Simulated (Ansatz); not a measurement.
FH5OSi2 can be A, `O[SiH](F)[SiH3]`, or B, `O[SiH2][SiH2]F`.

Calculated with Ansatz (gas phase, PBE0-D4/def2-TZVP geometries, no zero-point term in ΔE). CCSD(T)/CBS adds triple-zeta CCSD(T) − MP2 to the extrapolated MP2 energy (def2 sets, frozen cores). This one scheme is used for every species. Functionals use def2-TZVPP. B3LYP here is the variant with VWN-RPA as its local correlation; programs differ in this. Each species was taken in one conformer, which may not be the lowest.

**Question.** Which isomer does CCSD(T)/CBS put lower? Give the gap. (Estimate.)

**Answer.** The calculation gave: A, by 33.8 kJ/mol.

**Question.** Give E(B) − E(A) in kJ/mol with HF/def2-TZVPP, B3LYP-D4, CCSD/def2-TZVPP, r2SCAN-D4, B2PLYP, MP2/def2-TZVPP, CCSD(T)/def2-TZVPP. (Best estimate.)

**Answer.** Ansatz gave: HF/def2-TZVPP 29.5, B3LYP-D4 33.4, CCSD/def2-TZVPP 34.0, r2SCAN-D4 36.4, B2PLYP 33.3, MP2/def2-TZVPP 34.0, CCSD(T)/def2-TZVPP 35.0. None reverses the order clearly.

Largest T1 diagnostic: 0.013.

In def2-TZVPP, CCSD(T) changes the Hartree–Fock value by +5.5 kJ/mol (the triples alone add +1.0 kJ/mol) and MP2 by +4.6 kJ/mol.
